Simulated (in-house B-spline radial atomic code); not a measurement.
# Ionising neutral calcium with different functionals

Computed with an all-electron radial atomic-structure program (B-spline basis): non-relativistic Hamiltonian, point nucleus, spin-polarised at highest spin, spherical fractional occupations for the functionals, the average over the highest-spin determinants for Hartree-Fock. The ionisation energy is the difference of two self-consistent energies, [Ar] 4s2 → [Ar] 4s1, without Breit or QED terms; ε is the level of the shell that loses the electron (its least bound occupied spin orbital).

```json
{"method": "Hartree-Fock", "rung": "Hartree-Fock", "ΔSCF (eV)": "5.12", "-ε(4s) (eV)": "5.32"}
{"method": "HF fractional", "rung": "Hartree-Fock", "ΔSCF (eV)": "5.12", "-ε(4s) (eV)": "5.32"}
{"method": "LDA VWN5", "rung": "LDA", "ΔSCF (eV)": "?", "-ε(4s) (eV)": "?"}
{"method": "LDA PW92", "rung": "LDA", "ΔSCF (eV)": "6.22", "-ε(4s) (eV)": "3.85"}
{"method": "LDA exchange-only", "rung": "LDA", "ΔSCF (eV)": "5.13", "-ε(4s) (eV)": "3.03"}
{"method": "PBE", "rung": "GGA", "ΔSCF (eV)": "6.07", "-ε(4s) (eV)": "3.75"}
{"method": "PBEsol", "rung": "GGA", "ΔSCF (eV)": "6.02", "-ε(4s) (eV)": "3.75"}
{"method": "BLYP", "rung": "GGA", "ΔSCF (eV)": "6.05", "-ε(4s) (eV)": "3.60"}
{"method": "RPBE", "rung": "GGA", "ΔSCF (eV)": "?", "-ε(4s) (eV)": "?"}
{"method": "PW91", "rung": "GGA", "ΔSCF (eV)": "6.10", "-ε(4s) (eV)": "3.78"}
{"method": "BP86", "rung": "GGA", "ΔSCF (eV)": "6.18", "-ε(4s) (eV)": "3.87"}
{"method": "AM05", "rung": "GGA", "ΔSCF (eV)": "5.96", "-ε(4s) (eV)": "3.70"}
{"method": "OLYP", "rung": "GGA", "ΔSCF (eV)": "5.92", "-ε(4s) (eV)": "3.50"}
{"method": "TPSS", "rung": "meta-GGA", "ΔSCF (eV)": "5.98", "-ε(4s) (eV)": "3.77"}
{"method": "SCAN", "rung": "meta-GGA", "ΔSCF (eV)": "5.83", "-ε(4s) (eV)": "3.83"}
{"method": "r2SCAN", "rung": "meta-GGA", "ΔSCF (eV)": "5.81", "-ε(4s) (eV)": "3.82"}
{"method": "revTPSS", "rung": "meta-GGA", "ΔSCF (eV)": "6.00", "-ε(4s) (eV)": "3.82"}
{"method": "PBE0", "rung": "global hybrid", "ΔSCF (eV)": "5.99", "-ε(4s) (eV)": "4.32"}
{"method": "B3LYP", "rung": "global hybrid", "ΔSCF (eV)": "6.14", "-ε(4s) (eV)": "4.19"}
{"method": "TPSSh", "rung": "global hybrid", "ΔSCF (eV)": "5.97", "-ε(4s) (eV)": "4.00"}
{"method": "M06-2X", "rung": "global hybrid", "ΔSCF (eV)": "6.28", "-ε(4s) (eV)": "4.91"}
{"method": "BHandHLYP", "rung": "global hybrid", "ΔSCF (eV)": "5.96", "-ε(4s) (eV)": "4.73"}
{"method": "r2SCAN0", "rung": "global hybrid", "ΔSCF (eV)": "5.84", "-ε(4s) (eV)": "4.34"}
{"method": "B97-1", "rung": "global hybrid", "ΔSCF (eV)": "6.18", "-ε(4s) (eV)": "4.14"}
{"method": "HSE06", "rung": "range-separated hybrid", "ΔSCF (eV)": "6.00", "-ε(4s) (eV)": "3.97"}
{"method": "wB97X", "rung": "range-separated hybrid", "ΔSCF (eV)": "6.19", "-ε(4s) (eV)": "5.91"}
{"method": "CAM-B3LYP", "rung": "range-separated hybrid", "ΔSCF (eV)": "6.08", "-ε(4s) (eV)": "5.15"}
{"method": "LC-wPBE", "rung": "range-separated hybrid", "ΔSCF (eV)": "5.84", "-ε(4s) (eV)": "5.95"}
```

Q: What does RPBE give?

A: ΔSCF 6.06 eV, and -ε(4s) = 3.72 eV.

Q: What does LDA VWN5 give?

A: ΔSCF 6.21 eV, and -ε(4s) = 3.85 eV.

Q: Among the functionals, which spreads more, the ΔSCF values or the orbital energies?

A: The orbital energies: ΔSCF values span about 1.15 eV and the orbital energies 2.92 eV.

Q: How do they compare with the NIST value?

A: NIST lists 6.113 eV (measured, ground level to ground level). Errors run from -1.00 to +0.16 eV; PW91 is closest (-0.01 eV), but part of that can be cancellation, since the calculations leave out relativity, Breit-QED terms. Hartree-Fock also lacks correlation.
